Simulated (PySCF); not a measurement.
BH2, SMILES [BH2] (connectivity only; charge and spin as stated), charge +1, multiplicity 1. Coordinates come from a PBE0-D3(BJ)/def2-TZVPD optimisation. The multiplicity is an assumed one; other spin states were not compared. The isomer is the one that the SMILES or the coordinates give; other isomers of the formula were not compared.

TDA-B3LYP/def2-TZVPD (PySCF 2.14.0) puts the lowest singlet excitations at 7.27, 7.27, 11.45, 11.45, 14.25, 15.49 eV and the lowest triplet (TDA) at 6.26 eV.

### Question
What are the lowest singlet roots from EOM-CCSD/aug-cc-pVDZ (PySCF 2.14.0)? (An estimate is asked for; the answer gives what the named calculation found.)

### Answer
7.45, 7.45, 12.31, 12.31, 14.77, 16.25 eV; triplets 6.70, 6.70, 9.03 eV. S1 differs by 0.18 eV (second minus first; roots are paired by order, and the bases may differ).
